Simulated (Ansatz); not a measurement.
`O/C=C/[SiH2]Cl` and `C=C/C=C\O` differ in one atom or group (the configuration at the double bond changes too).

Ansatz, PBE0-D4/def2-TZVP geometries, multiplicity 1. Each molecule was computed in one conformer, which needn't be the lowest.

```json
{"property": "HOMO energy (ωB97M-V/def2-TZVPP) / eV", "`O/C=C/[SiH2]Cl`": "-9.54"}
{"property": "LUMO energy (ωB97M-V/def2-TZVPP) / eV", "`O/C=C/[SiH2]Cl`": "1.72"}
{"property": "size of the dipole moment (PBE/def2-TZVPP) / D", "`O/C=C/[SiH2]Cl`": "3.46"}
{"property": "LUMO energy (PBE0/def2-TZVPP) / eV", "`O/C=C/[SiH2]Cl`": "-0.33"}
{"property": "HOMO energy (PBE/def2-TZVPP) / eV", "`O/C=C/[SiH2]Cl`": "-6.16"}
{"property": "HOMO energy (B3LYP/def2-TZVPP) / eV", "`O/C=C/[SiH2]Cl`": "-7.10"}
```

Task: Give the same properties after the change, and the shifts. (Best estimate.)

Result: The calculation gave: 
| property | `C=C/C=C\O` | shift |
| --- | --- | --- |
| HOMO energy (ωB97M-V/def2-TZVPP) / eV | -8.29 | 1.25 |
| LUMO energy (ωB97M-V/def2-TZVPP) / eV | 1.44 | -0.28 |
| size of the dipole moment (PBE/def2-TZVPP) / D | 0.50 | -2.96 |
| LUMO energy (PBE0/def2-TZVPP) / eV | -0.61 | -0.28 |
| HOMO energy (PBE/def2-TZVPP) / eV | -5.19 | 0.97 |
| HOMO energy (B3LYP/def2-TZVPP) / eV | -6.02 | 1.08 |

With PBE0 the HOMO rises by 1.13 eV and the LUMO falls by 0.28 eV, so the gap narrows by about 1.41 eV. PBE moves the HOMO by 0.97 eV and ωB97M-V by 1.25 eV. Dipoles are sizes alone; their direction can turn.

B3LYP here is the variant with VWN-RPA as its local correlation; programs differ in this.
